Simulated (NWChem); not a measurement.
System: SiH$_{4}$O; SMILES O[SiH3]

Here is an NWChem input.

```
start job
memory heap 200 mb stack 900 mb global 1100 mb
geometry units angstroms noautoz
  Si    -0.020039    -0.495117     0.000000
  O     -0.075849     1.169752     0.000000
  H      0.682283    -1.032242     1.208873
  H     -1.433127    -0.959412     0.000000
  H      0.682283    -1.032242    -1.208873
  H      0.766438     1.632662     0.000000
end
basis spherical
  * library def2-svpd
end
dft
  xc xpbe96 cpbe96
  iterations 150
end
tddft
  cis
  nroots 6
  notriplet
end
task tddft energy
```

All runs use the structure optimised with PBE0/def2-SVP.

Vertical excitations in the gas phase.

**Question.** Predict the main results of this run. (PBE/def2-SVPD, TDA.) Quantities: lowest excitation, singlet (eV); oscillator strength of that lowest state; lowest state with f > 0.02, singlet (eV); oscillator strength of that bright state; orbital gap (eV).

**Answer.** The lowest excitation, singlet (eV) comes out as 6.39. The oscillator strength of that lowest state is 0.003 and the lowest state with f > 0.02, singlet (eV) comes out as 7.56. The oscillator strength of that bright state comes out as 0.031 and the orbital gap (eV) is 6.28.
